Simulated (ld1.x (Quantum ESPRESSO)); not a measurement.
Values are calculated unless marked as measured or tabulated.
# Hardness and transferability of assorted potentials

Generated with ld1.x 7.5 (TM, RRKJ, ultrasoft, PAW), atompaw 4.2 or ONCVPSP 4.0.1. The cutoff is in Ry: for ld1.x and atompaw files where the sum of valence levels is converged to 10 mRy in a Bessel basis, for ONCV files where the hardest occupied wave has 1 mHa per electron of residual kinetic energy. The error is the largest all-electron minus pseudo excitation energy over each file’s own four to seven test configurations (ionisations up to +4, promotions, holes and added fractions of an electron), all of which were solved. The labels leave out finer settings (local radius, basis sizes, second energies), which also bear on the numbers. Spin-polarised tests are not counted. The rows are a selection from randomly drawn settings: files with unsolved tests, undetermined cutoffs or missed reference levels are left out.

A true bound ghost makes a file unfit for plane-wave use even where its test errors are small: the radial tests pick states by their node count and pass the ghost by.

```csv
element,potential,cutoff (Ry),largest error (meV),bound ghosts
Si,"TM, PBEsol, scalar-relativistic, rc 1.90/2.40/1.85 (spd), local s, core correction yes, reference 3s2 3p2",15,+44,none
Sc,"RRKJ, LDA (PZ), fully relativistic, rc 2.80/1.70/1.90/2.25 (spdf), local smoothed, core correction yes, reference 3p6 3d1 4s0.5 4p0",40,+76,s
Pm,"TM semilocal, revPBE, scalar-relativistic, rc 2.70/2.30/2.70/1.15 (spdf), local f, core correction yes, reference 4f4.5 5p6 5d0.5 6s2 6p0",260,+188,none
Os,"TM, PBE, scalar-relativistic, rc 2.25/2.70/2.00 (spd), local smoothed, core correction yes, reference 5d6 6s1 6p0",35,-353,none
```

(1) Fill in the row for Pt: TM, PBE, scalar-relativistic, rc 1.80/2.70/2.15 (spd), local s, core correction yes, reference 5d8 6s0 6p0.

(2) Fill in the row for Au: ultrasoft, PBE, scalar-relativistic, rc 1.35/1.60/2.40/0.85 (spdf), local smoothed, core correction yes, reference 4f14 5s2 5p6 5d10 6s1 6p0.

(3) Fill in the row for Ga: RRKJ, BP86, scalar-relativistic, rc 1.50/2.10/2.00 (spd), local s, core correction no, reference 4s2 4p1.

Results:

(1) cutoff 40 Ry, largest error -531 meV, bound ghosts: none.

(2) cutoff 300 Ry, largest error +40 meV, bound ghosts: none.

(3) cutoff 30 Ry, largest error +90 meV, bound ghosts: d.
